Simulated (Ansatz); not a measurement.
Computed with Ansatz on PBE0-D4/def2-TZVP structures; ΔE is electronic, products minus reactants. CCSD(T)/CBS adds triple-zeta CCSD(T) − MP2 to the extrapolated MP2 energy (def2 sets, frozen cores). This one scheme is used for every species. Functionals use def2-TZVPP. For Ge outer-core shells are correlated without core-valence functions, which leaves a few kJ/mol of doubt a bond. Scalar relativity is left out up to krypton. One conformer a species, not always the lowest.

`F[Si](F)(S)[GeH3]` + H₂S → `F[Si](F)(S)S` + GeH₄  (cleavage of the Si–Ge bond)

Q: Is it downhill or uphill in electronic energy at CCSD(T)/CBS, and by how much? (An estimate is asked.)

A: Computed: Downhill: ΔE = -12.5 kcal/mol.

Q: What do these levels give: BHLYP-D4, PBE, r2SCAN, r2SCANh, RPA@PBE/def2-TZVPP, MP2/def2-SVP? (Best estimate.)

A: The calculation gave: BHLYP-D4 -12.9, PBE -11.1, r2SCAN -13.2, r2SCANh -13.4, RPA@PBE/def2-TZVPP -11.8, MP2/def2-SVP -14.2 kcal/mol.

Largest T1 diagnostic among the species: 0.012.

From BLYP to BHLYP (50 % exact exchange), in def2-TZVPP and without D4, ΔE moves by −2.3 kcal/mol. Leaving LDA and LC-ωPBE aside and taking each functional with its dispersion term where it has one, the values, not all of them listed here, spread over 3.6 kcal/mol, from B97M-V to PBE-D4. LDA lies −0.9 kcal/mol from PBE without D4.
